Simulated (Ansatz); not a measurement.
Total energies of Si₃₂H₃₆, a nanocrystal cut from cubic silicon from Ansatz at PBE0-D4/def2-TZVP, gas phase (1 Eh = 27.2114 eV = 2625.5 kJ/mol). The reference geometry is relaxed at PBE-D4/def2-SVP.

Cartesian coordinates in Å:
```
Si 2.004 -3.027 -1.745
Si -0.885 -1.241 -3.537
Si -0.329 -3.822 1.225
Si -3.222 -2.035 -0.561
Si -0.487 2.418 -4.743
Si 2.415 0.599 -2.940
Si 0.107 -0.203 0.030
Si 3.415 1.663 0.641
Si 0.525 3.414 -1.161
Si 3.001 -1.966 1.830
Si 1.104 0.875 3.585
Si -2.776 1.574 -1.758
Si -5.146 0.832 1.190
Si -1.786 2.626 1.786
Si -2.232 -0.985 2.981
Si 1.504 4.538 2.395
Si 3.472 -1.502 -2.786
Si 0.602 0.357 -4.428
Si 0.302 -3.269 -3.361
Si -2.232 -4.131 -0.135
Si 1.198 -2.259 0.336
Si -1.688 -0.492 -1.456
Si -1.283 -3.123 3.267
Si -4.045 -1.226 1.494
Si 4.555 -0.349 1.096
Si -1.278 3.156 -2.653
Si 1.626 1.355 -0.857
Si -0.694 0.564 2.100
Si 2.592 2.473 2.696
Si -0.285 4.212 0.902
Si 2.334 -1.107 3.923
Si -3.598 2.366 0.303
H 2.705 -4.351 -1.544
H -2.060 -1.406 -4.474
H 0.376 -5.145 1.421
H -4.369 -2.191 -1.533
H -1.640 2.250 -5.705
H 0.478 3.428 -5.318
H 3.379 1.626 -3.490
H 4.367 2.677 0.049
H 1.516 4.403 -1.731
H 3.701 -3.291 2.024
H 0.558 1.379 4.902
H -3.928 1.369 -2.716
H -6.307 0.658 0.240
H -5.675 1.333 2.513
H -2.295 3.104 3.127
H -2.737 -0.459 4.305
H 2.472 5.551 1.832
H 0.989 5.046 3.720
H 3.713 -2.002 -4.191
H 4.802 -1.406 -2.089
H 1.132 -0.165 -5.745
H 0.979 -3.524 -4.688
H -0.614 -4.428 -3.073
H -1.924 -4.871 -1.409
H -3.219 -4.955 0.659
H -2.403 -4.085 3.589
H -0.301 -3.149 4.407
H -4.998 -2.253 2.065
H 5.363 -0.812 -0.085
H 5.505 -0.091 2.243
H -1.992 4.482 -2.791
H 3.756 2.625 3.649
H -1.026 5.509 0.668
H 1.565 -2.106 4.745
H 3.592 -0.746 4.680
H -4.249 3.713 0.084
```

```json
{"state": "charge 0 singlet", "geometry": "reference", "energy (Eh)": "-9282.54606"}
{"state": "charge 1 doublet", "geometry": "reference", "energy (Eh)": "-9282.25292"}
{"state": "charge -1 doublet", "geometry": "reference", "energy (Eh)": "-9282.58705"}
{"state": "free Si atom (triplet)", "geometry": "–", "energy (Eh)": "-289.24943"}
{"state": "free H atom (doublet)", "geometry": "–", "energy (Eh)": "-0.50104"}
```

Single mean-field runs in def2-TZVP are fitted with def2-universal-jkfit.

(1) Work out the vertical ionisation energy to the doublet.

(2) Work out the vertical electron affinity, to the doublet.

(3) Give the fundamental gap IE − EA, the Mulliken electronegativity (IE + EA)/2 and the hardness (IE − EA)/2.

(4) What is the binding energy per atom against free atoms?

(1) E(charge 1 doublet) − E(charge 0 singlet) = -9282.25292 − (-9282.54606) = 0.29314 Eh = 7.98 eV. For comparison, −ε of the highest occupied level is 7.04 eV at this level, 0.94 eV less.

(2) E(charge 0 singlet) − E(charge -1 doublet) = -9282.54606 − (-9282.58705) = 0.04099 Eh = 1.12 eV. The basis lacks diffuse functions, which makes affinities too small.

(3) From the values in Eh: IE − EA = 0.29314 − 0.04099 = 0.25215 Eh = 6.86 eV; (IE + EA)/2 = 4.55 eV; (IE − EA)/2 = 3.43 eV. The HOMO–LUMO gap of the same run is 5.18 eV, 1.68 eV smaller than the fundamental gap.

(4) Atoms: 32 × (-289.24943) + 36 × (-0.50104) = -9274.01920 Eh. Binding: -9274.01920 − (-9282.54606) = 8.52686 Eh = 232.03 eV, or 3.41 eV for each of 68 atoms (no zero-point energy, no counterpoise term).
